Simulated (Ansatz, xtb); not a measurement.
**Relative energy of two isomers of C4H7BO2S**

Structure a is `OB(O)[C@@H]1C=CSC1`, a singlet and structure b is `OB(O)C1=CCCS1`, a singlet. Both are isolated molecules in the gas phase, relaxed with PBE0-D3(BJ)/def2-SVP; the shapes shown needn't be the lowest conformers.

a (Å):

```xyz
15

C     0.9685   -0.1777   -0.0692
C    -0.3941    0.2084   -0.5951
C    -1.1863   -0.8283   -0.8911
C     1.2308   -1.5757   -0.6411
B     0.8631   -0.1620    1.5263
O     1.3826    0.8966    2.2009
O     0.2523   -1.1568    2.2236
S    -0.4062   -2.4089   -0.6968
H     1.2220    0.8134    3.1484
H    -0.1427   -1.8220    1.6368
H     1.7505    0.5282   -0.3901
H    -0.7316    1.2466   -0.6338
H    -2.2313   -0.7877   -1.2021
H     1.9175   -2.1871   -0.0382
H     1.6149   -1.5265   -1.6729
```

b (Å):

```yaml
atoms:
  - { symbol: C, position_ang: [0.2430, -0.8466, 0.4988] }
  - { symbol: C, position_ang: [1.4345, -0.6299, 1.0865] }
  - { symbol: C, position_ang: [1.4102, -0.5797, 2.5866] }
  - { symbol: C, position_ang: [0.1392, -1.3095, 3.0207] }
  - { symbol: B, position_ang: [-0.0278, -0.8266, -1.0386] }
  - { symbol: O, position_ang: [1.0436, -0.6517, -1.8661] }
  - { symbol: O, position_ang: [-1.3140, -0.9769, -1.4616] }
  - { symbol: S, position_ang: [-1.0689, -1.1142, 1.6570] }
  - { symbol: H, position_ang: [0.8403, -0.6428, -2.8053] }
  - { symbol: H, position_ang: [-1.4481, -0.9485, -2.4128] }
  - { symbol: H, position_ang: [2.3366, -0.4245, 0.5048] }
  - { symbol: H, position_ang: [2.3054, -1.0252, 3.0496] }
  - { symbol: H, position_ang: [1.3846, 0.4806, 2.9073] }
  - { symbol: H, position_ang: [0.3307, -2.3869, 3.1518] }
  - { symbol: H, position_ang: [-0.2933, -0.9178, 3.9514] }
```

Quicker runs give these differences E(b) − E(a): GFN2-xTB +0.06 kcal/mol; HF/STO-3G −4.48 kcal/mol (at GFN2-xTB geometries); r2SCAN-D4/def2-SVP −0.14 kcal/mol (at GFN2-xTB geometries).

Which of the two would you expect CCSD(T)/def2-SVP + ΔMP2/def2-TZVPP electronic energies to favour?

Too close to call at this level: CCSD(T)/def2-SVP + ΔMP2/def2-TZVPP gives E(b) − E(a) = −0.22 kcal/mol.

Level by level:

```json
{"level": "GFN2-xTB", "geometry": "GFN2-xTB", "E(b) − E(a) (kcal/mol)": "+0.06", "departure from the last row (kcal/mol)": "+0.28", "job, with rough time for the two": "optimisation, 0.38 s"}
{"level": "HF/STO-3G", "geometry": "GFN2-xTB", "E(b) − E(a) (kcal/mol)": "−4.48", "departure from the last row (kcal/mol)": "−4.25", "job, with rough time for the two": "single point, 0.42 s"}
{"level": "r2SCAN-D4/def2-SVP", "geometry": "GFN2-xTB", "E(b) − E(a) (kcal/mol)": "−0.14", "departure from the last row (kcal/mol)": "+0.08", "job, with rough time for the two": "single point, 4.3 s"}
{"level": "PBE0-D3(BJ)/def2-SVP", "geometry": "PBE0-D3(BJ)/def2-SVP", "E(b) − E(a) (kcal/mol)": "+1.47", "departure from the last row (kcal/mol)": "+1.70", "job, with rough time for the two": "optimisation, 54 s"}
{"level": "HF/def2-SVP", "geometry": "PBE0-D3(BJ)/def2-SVP", "E(b) − E(a) (kcal/mol)": "−2.39", "departure from the last row (kcal/mol)": "−2.17", "job, with rough time for the two": "part of the CCSD(T) run"}
{"level": "MP2/def2-SVP", "geometry": "PBE0-D3(BJ)/def2-SVP", "E(b) − E(a) (kcal/mol)": "+1.75", "departure from the last row (kcal/mol)": "+1.97", "job, with rough time for the two": "part of the CCSD(T) run"}
{"level": "CCSD(T)/def2-SVP", "geometry": "PBE0-D3(BJ)/def2-SVP", "E(b) − E(a) (kcal/mol)": "+1.36", "departure from the last row (kcal/mol)": "+1.59", "job, with rough time for the two": "single point"}
{"level": "CCSD(T)/def2-SVP + ΔMP2/def2-TZVPP", "geometry": "PBE0-D3(BJ)/def2-SVP", "E(b) − E(a) (kcal/mol)": "−0.22", "departure from the last row (kcal/mol)": "", "job, with rough time for the two": "single point, 1.8 min"}
```

As drawn, both hold the same kinds of bond in the same numbers.

The largest departure from CCSD(T)/def2-SVP + ΔMP2/def2-TZVPP is that of HF/STO-3G, 4.25 kcal/mol. The last row adds to CCSD(T) the change of the MP2 difference between the two basis sets, here −1.59 kcal/mol.

With thermal terms from frequencies at re-optimised GFN2-xTB minima (ideal gas, soft modes damped towards free rotors, one conformer each, 298.15 K, 1 atm): on the last row, ΔE + ΔZPE = −0.41, ΔH = −0.17, ΔG = −0.77 kcal/mol.

The correlated steps freeze 12 core orbitals. Mirror images aren't counted in ΔG. Codes used: Ansatz 0.2.0, xtb 6.7.1; the last row on 4 threads of Arm Neoverse V1 on a shared host.
